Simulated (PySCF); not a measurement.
# Structure elucidation problem

The spectra below were simulated for a compound C2H9NOSi3.

1H NMR (500 MHz, computed): δ 5.81 (m, 1H), 5.50 (d, 1H), 5.13 (d, 1H), 3.45 (d, 3H), 2.22 (d, 1H), 0.42 (br s, 2H).

13C{1H} NMR (computed): δ 104.6 (CH), 92.4 (C).

Theoretical values (PySCF 2.14.0 with density-fitted response routines): structure optimised with GFN2-xTB, σ from GIAO-PBE0/pcSseg-1. One conformer, no solvent model, rapidly exchanging positions averaged, non-relativistic.

Chemical shifts δ = σref − σ; 1H (σref 31.72) and 13C (σref 186.93) vs TMS, all at this level.

Task: Propose a structure and justify it.

Result: 
1. The formula gives 2 degrees of unsaturation (no ring in the answer).
2. 2 carbon signals for 2 carbons: no two carbons are equivalent.
3. Carbon types of the structure: 1 × C, 1 × CH, leaving 8 H on heteroatoms.
4. δC 104.6: terminal alkyne carbon; sp carbons lie upfield of alkene carbons because the cylindrical π system leaves one tensor component strongly shielded.
5. δC 92.4: alkyne carbon; sp carbons lie upfield of alkene carbons because the cylindrical π system leaves one tensor component strongly shielded.
6. δH 5.81: hydrogen on a silicon bonded to C, O, Si.
7. δH 5.50, 5.13: hydrogen on a silicon bonded to N, O.
8. δH 3.45: hydrogen on a silicon bonded to Si.
9. δH 2.22: hydrogen on a terminal alkyne carbon; it lies on the axis of the triple bond, in its shielding cone.
10. δH 0.42: hydrogen on a nitrogen bonded to Si; labile proton, position sensitive to the medium.

These data were computed for `C#C[Si@H]([SiH3])O[SiH2]N`.

The shifts were computed for this structure.

OH and NH positions are those of a molecule without intermolecular hydrogen bonds; in solution they move with solvent, concentration and temperature, and exchange usually removes their couplings. Shifts are as computed. Against solution values, carbons near 30 ppm lie about +3 ppm off and those near 130 ppm about +5 ppm. Of 1211 compounds with measured shifts, 218 miss one by over three times the rms of a fit or turn the order of signals round; such compounds aren't used in these exercises. No couplings were computed; multiplicities are counted from neighbouring protons, with m where these are inequivalent, close in shift, in a saturated or five-membered ring or joined by F or P, and br s for small geminal =CH2 splittings.
